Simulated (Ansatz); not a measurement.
Reaction (SMILES): [I][Ge][I] + 3 [H][H] (H2) → [GeH4] (GeH4) + 2 I (HI)
Geometries: B3LYP-D3(BJ)/def2-TZVP minima from Ansatz (a quantum-chemistry and plane-wave program).

Quantity: energy of full hydrogenation (electronic energy difference), in kcal/mol. Valence correlation only, unless marked. No spin-orbit coupling. The frozen core is the preceding noble-gas configuration, with the filled d and f shells of earlier blocks. In def2 rows, elements after Kr have scalar-relativistic effective core potentials. Basis-set limits of correlation are two-point, X^-3; Hartree-Fock from the larger set. [CCSD(T)-MP2]/basis is that difference in the basis named.

| level | program | energy of full hydrogenation (kcal/mol) | minus last row |
|---|---|---|---|
| PBE/def2-TZVPD | Ansatz | 20.0 | 4.3 |
| r2SCAN/def2-TZVPD | Ansatz | 16.6 | 0.9 |
| PBE0/def2-SVP | Ansatz | 7.7 | -8.0 |
| BHLYP-D3(BJ)/def2-TZVPD | Ansatz + dftd3 | 15.1 | -0.6 |
| BHLYP/def2-TZVPD | Ansatz | 10.9 | -4.8 |
| CAM-B3LYP-D4/def2-TZVPD | Ansatz + dftd4 | 10.6 | -5.1 |
| LC-wPBE-D3(BJ)/def2-TZVPD | Ansatz + dftd3 | 3.1 | -12.6 |
| B2GP-PLYP-D3(BJ)/def2-TZVPD | Ansatz + dftd3 | 22.5 | 6.8 |
| B2PLYP-D4/def2-TZVPD | Ansatz + dftd4 | 19.6 | 3.9 |
| B2PLYP/def2-TZVPD | Ansatz | 18.2 | 2.5 |
| MP2/def2-SVP | Ansatz | 9.9 | -5.8 |
| MP2/def2-SVPD | Ansatz | 8.8 | -6.9 |
| CCSD/def2-TZVPPD | Ansatz | 9.6 | -6.1 |
| CCSD(T)/def2-TZVPPD | Ansatz | 12.7 | -3.0 |
| RI-MP2/CBS(def2-TZVPPD,def2-QZVPPD)+[CCSD(T)-MP2]/def2-TZVPPD | Ansatz | 15.7 | 0.0 |
